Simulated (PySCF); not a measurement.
S+ (sulfur, charge +1) across methods

[Ne] 3s1 3p4, high-spin 4P determinant (an excited configuration). Computed with PySCF 2.14 in aug-cc-pVTZ-DK, with scalar relativity by spin-free X2C-1e.

| method | E (hartree) | mean ε 3s α (eV) | mean ε 3p α (eV) | mean ε 3p β (eV) | Σ⟨r²⟩ (bohr²) | ⟨S²⟩ |
| --- | --- | --- | --- | --- | --- | --- |
| r2SCAN | -398.4283 | -30.843 | -19.125 | -15.752 | 21.44 | 3.756 |
| BHandHLYP | -398.4430 | -34.705 | -21.451 | -17.687 | 21.51 | 3.754 |
| PBE0 | -398.3040 | -32.339 | -20.165 | -16.722 | 21.43 | 3.754 |
| CAM-B3LYP | -398.4480 | -33.816 | -21.445 | -18.188 | 21.52 | 3.753 |
| LDA | -397.0371 | -29.530 | -18.536 | -15.673 | 21.53 | 3.753 |
| PBE | -398.2751 | -29.647 | -18.553 | -15.723 | 21.45 | 3.753 |
| HSE06 | -398.3222 | -31.910 | -19.744 | -16.326 | 21.43 | 3.753 |
| LC-wPBE | -398.3269 | -35.666 | -23.129 | -19.569 | 21.33 | 3.753 |
| UHF | -397.86495 | -39.756 | -24.374 | -18.293 | 21.77 | 3.762 |
